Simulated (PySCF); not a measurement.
# Potassium: a sound run and one with changed settings

Sound run: K⁺ [Ar], K²⁺ [Ne] 3s2 3p5. All numbers are calculated (PySCF 2.14, the spin-free X2C one-electron Hamiltonian (Gaussian nucleus), in x2c-TZVPall (6s4p3d, 33 functions)). The sound run starts from symmetry-adapted Hartree-Fock orbitals and uses a fine grid where one is needed.

Changed run: 6 angular points. This setting is unsound on purpose.

| species | method | sound run (hartree) | changed run (hartree) | converged |
| --- | --- | --- | --- | --- |
| K⁺ | UHF | -601.30155 | -601.30155 | yes |
| K⁺ | PBE0 | -601.88679 | -601.88679 | yes |
| K⁺ | r2SCAN | -602.02151 | -602.02151 | yes |
| K²⁺ | UHF | -600.18106 | -600.18106 | yes |
| K²⁺ | PBE0 | -600.72397 | -600.75452 | yes |
| K²⁺ | r2SCAN | -600.85532 | -600.94384 | yes |

Ionisation energy of K⁺:

```json
{"method": "UHF", "sound run (eV)": "30.490", "changed run (eV)": "30.490"}
{"method": "PBE0", "sound run (eV)": "31.642", "changed run (eV)": "30.811"}
{"method": "r2SCAN", "sound run (eV)": "31.734", "changed run (eV)": "29.325"}
```

A coarse angular grid integrates products of high-l functions wrongly, so density functionals can shift, and the SCF can exploit the error; Hartree-Fock and MP2 need no grid.

For comparison, NIST gives 31.625 eV between the lowest levels.
